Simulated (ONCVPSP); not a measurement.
lead, ONCV: configuration errors across variants

```json
{
 "Element": "Pb",
 "Generator": "ONCVPSP 4.0.1",
 "Type": "optimised norm-conserving Vanderbilt (ONCV)",
 "Functional": "PBE",
 "Relativity": "scalar-relativistic",
 "Frozen core": "[Kr] 4d10 4f14",
 "Valence charge": "22",
 "Reference configuration": "5s2 5p6 5d10 6s2 6p1 (charge +1)",
 "Partial waves": "5s+6s: rc 1.40 bohr, ncon 3, nbas 8, qcut 6.8 1/bohr, 2 projectors; 5p+6p: rc 1.25 bohr, ncon 4, nbas 7, qcut 10.1 1/bohr, 3 projectors, debl 2.3 Ha; 5d: rc 1.60 bohr, ncon 4, nbas 9, qcut 11.7 1/bohr, 2 projectors, debl 3.6 Ha",
 "Local potential": "polynomial inside 0.80 bohr (lpopt 5, dvloc0 0 Ha)",
 "Core correction": "polynomial model core, fcfact 0.6"
}
```

All-electron excitation energies from the reference (eV): (1) 5s2 5p6 5d10 6s2 6p2 -6.576; (2) 5s2 5p6 5d10 6s2 6p0 13.445; (3) 5s2 5p6 5d10 6s1 6p0 45.855; (4) 5s2 5p6 5d9 6s2 6p3 12.749.

2 further variants failed, have other tests or too few solved ones, and are left out.

A true bound ghost makes a file unfit for plane-wave use even where its test errors are small: the radial tests pick states by their node count and pass the ghost by.

Errors AE − PS in meV (a dash: test not solved or not reliable):

```tsv
change	(1)	(2)	(3)	(4)	bound ghosts	GHOST(+) flags above zero
base	+2.7	-6.0	-22	-6.7	s	p
d: qcut 12.6	+2.7	-6.0	-22	-6.4	s	p
d: rc 1.32	+2.7	-6.1	-22	-4.9	s	p
s: qcut 6.9	+2.7	-6.0	-22	-6.7	s	p
local potential polynomial inside 0.80 bohr (lpopt 5, dvloc0 -0.5 Ha)	+2.7	-6.0	-21	-6.4	s	p
core correction polynomial model core, fcfact 0.96	+2.7	-6.0	-22	-6.7	s	p
```

(1) Give the same row for: all radii but the core radius scaled by about 0.76 (s 1.06, p 0.96, d 1.22 bohr); local potential polynomial inside 0.60 bohr (lpopt 5, dvloc0 0 Ha).

## Answers

(1) +2.8, -6.1, -22, -4.7; bound ghosts: s, p; GHOST(+) flags above zero: p, d.
